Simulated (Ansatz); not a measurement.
**ClHNOSi: where a starting geometry ends**

The starting geometry of this gas-phase doublet was optimised with GFN2-xTB; its bonds are those of `[NH][Si](=O)Cl`.

```yaml
atoms:
  - { symbol: Cl, position_ang: [1.9191, 0.5876, -0.1681] }
  - { symbol: N, position_ang: [-0.9433, -0.0920, -0.0898] }
  - { symbol: O, position_ang: [0.8827, -1.9805, 1.2044] }
  - { symbol: Si, position_ang: [0.4860, -0.7461, 0.4475] }
  - { symbol: H, position_ang: [-1.1003, 0.7686, -0.5895] }
```

Where would you expect an optimisation with PBE0-D3(BJ)/def2-SVP to take it?

It keeps its bonds, and is `[NH][Si](=O)Cl`.

The energy falls by 0.42 eV over 15 steps:

```csv
step,E − E(last) (eV)
1,0.420
3,0.174
4,0.105
6,0.031
7,0.022
9,0.008
10,0.002
12,0.000
13,0.000
15,0.000
```

Final geometry (Å):

```yaml
atoms:
  - { symbol: Cl, position_ang: [2.2018, 0.4937, -0.2274] }
  - { symbol: N, position_ang: [-0.7380, -0.0445, -0.5351] }
  - { symbol: O, position_ang: [0.6405, -1.8179, 1.2931] }
  - { symbol: Si, position_ang: [0.6040, -0.6138, 0.3565] }
  - { symbol: H, position_ang: [-1.4640, 0.5200, -0.0826] }
```

Frequencies at the end are all real (lowest 176 cm⁻¹). Open shells are spin-unrestricted. Run with Ansatz 0.2.0, 3.4 min on 1 thread of AMD EPYC (Zen 3) (shared host).
